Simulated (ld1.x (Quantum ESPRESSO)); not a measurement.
**What one change does to a pseudopotential (N, TM)**

N (Z = 7), norm-conserving Troullier–Martins (Kleinman–Bylander form), made with ld1.x (Quantum ESPRESSO) 7.5 (PBE, scalar-relativistic). Core [He], reference 2s1.5 2p3.5. Waves: 2s (bound): rc 0.75 bohr; 3d channel at 0.15 Ry: rc 1.65 bohr; 2p (bound): rc 1.55 bohr. Local part: the p channel. Core correction: a·sin(br)/r model core inside 0.35 bohr.

Change: wave 2p (bound): rc 1.55 bohr becomes 2p (bound): rc 1.82 bohr.

Cutoffs: the cutoffs (Ry, on a coarse ladder) from which the occupation-weighted sum of valence levels, in a spherical-Bessel basis at the reference potential, stays within 10 and 1 mRy of its value at 400 Ry; they do not see the model core or the augmentation charge, which bear on the density cutoff. Errors are all-electron minus pseudo energies relative to the spin-unpolarised reference configuration.

Task: What does the change do?

Result: The potential gets neither clearly harder nor softer (90 Ry and 160 Ry → 90 Ry and 160 Ry); the s channel sets the loose cutoff, while the largest relative change is in p, which becomes softer; of the 7 tests that both files solve, the error grows in 5 and shrinks in 2 by more than 15 % and 0.3 meV (median size 21.0 → 41.8 meV); neither file shows a bound ghost.

| quantity | base | changed |
| --- | --- | --- |
| cutoff, loose | 90 Ry | 90 Ry |
| cutoff, tight | 160 Ry | 160 Ry |
| loose cutoff by channel (10 mRy a level) | s 50 Ry, p 45 Ry | s 50 Ry, p 35 Ry |
| bound ghosts | none | none |
| error for 2s2 2p3, meV [ΔE -5.75 eV] | +1.5 | -0.1 |
| error for 2s2 2p2, meV [ΔE 7.84 eV] | +21 | +42 |
| error for 2s2 2p1, meV [ΔE 36.70 eV] | +148 | +300 |
| error for 2s1 2p4, meV [ΔE 5.76 eV] | +1.6 | +0.1 |
| error for 2s1 2p0, meV [ΔE 161.60 eV] | +1154 | +2175 |
| error for 2s2 2p3.3, meV [ΔE -7.37 eV] | -1.1 | -5.7 |
| error for 2s2 2p0, meV [ΔE 83.78 eV] | +677 | +1291 |
